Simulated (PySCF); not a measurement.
Species: C4H9PSi2.
Cartesian coordinates in Å at the GFN2-xTB level; atoms count from 1:
```xyz
16
C4H9PSi2 angstrom
C      3.3695   -0.1354    1.3317
C      2.8805    0.4850    0.2624
C      1.5111    0.5011   -0.0661
C      0.3353    0.5447   -0.3582
Si    -1.4595    0.4828   -0.8017
Si    -2.7737    0.1716    1.0901
P     -1.7853   -1.1668   -2.3112
H      2.7301   -0.6688    2.0154
H      4.4229   -0.1284    1.5530
H      3.5281    1.0190   -0.4229
H     -1.7072    1.7180   -1.5694
H     -2.5651    1.2814    2.0205
H     -4.2020    0.1223    0.7704
H     -2.4471   -1.0659    1.8038
H     -0.5750   -0.9851   -2.9489
H     -1.2701   -2.1664   -1.5080
```

Computed, not measured: TDDFT B3LYP/def2-SVPD, vertical, gas phase, core orbitals frozen in the response in PySCF 2.14.0, density-fitted response routines.

Frontier orbitals with the atoms that hold most of them (Löwdin shares over 4%, at most four atoms; ? is withheld):

| orbital | ε (eV) | atoms |
| --- | --- | --- |
| HOMO-3 | -8.62 | Si5 22%, P7 21%, Si6 18%, C4 9% |
| HOMO-2 | -7.69 | P7 29%, C4 19%, C3 15%, Si5 10% |
| HOMO-1 | -7.57 | ? |
| HOMO | ? | ? |
| LUMO | -1.55 | C1 26%, C2 18%, C4 16%, C3 13% |
| LUMO+1 | -0.39 | Si5 20%, Si6 17%, C4 16%, C3 15% |
| LUMO+2 | -0.22 | Si6 26%, Si5 21%, P7 14%, H15 7% |

(1) Give the leading atoms of the HOMO.

(2) Give the leading atoms of the HOMO-1.

(3) What is the HOMO energy, and the HOMO–LUMO gap?

Answers

(1) P7 (bonded to Si and 2 H) 26%; C4 (bonded to C and Si) 19%; C3 (bonded to 2 C) 16%; C1 (bonded to C and 2 H) 15%. By element: carbon 50% or more, phosphorus 26%.

(2) C4 (bonded to C and Si) 26%; C3 (bonded to 2 C) 23%; P7 (bonded to Si and 2 H) 13%; Si5 (bonded to C, P, Si and H) 10%. By element: carbon 48% or more, phosphorus 13%, silicon 10% or more.

(3) ε(HOMO) = -6.67 eV; the gap is 5.12 eV (0.1883 hartree).

Q: How does S1 compare with the orbital gap of 5.12 eV?

A: S1 is at 4.72 eV (f = 0.286), 0.40 eV below the gap, made of HOMO→LUMO (70%), HOMO-1→LUMO (20%). 

Next come S2 at 4.85 eV (f 0.118), HOMO-1→LUMO (44%), HOMO-2→LUMO (30%), HOMO→LUMO (21%); S3 at 5.22 eV (f 0.0061), HOMO→LUMO+1 (90%); S4 at 5.58 eV (f 0.019), HOMO-2→LUMO (55%), HOMO-1→LUMO (26%), HOMO→LUMO+2 (9%); S5 at 5.68 eV (f 0.022), HOMO→LUMO+2 (63%), HOMO→LUMO+3 (19%).

Löwdin shares depend on the basis, the more so with diffuse functions.

Hardware: one thread of an Intel Xeon at 2.60 GHz, on a shared host. Cost: 34 s wall, 0.91 GiB resident at most.

One conformer stands for the species.
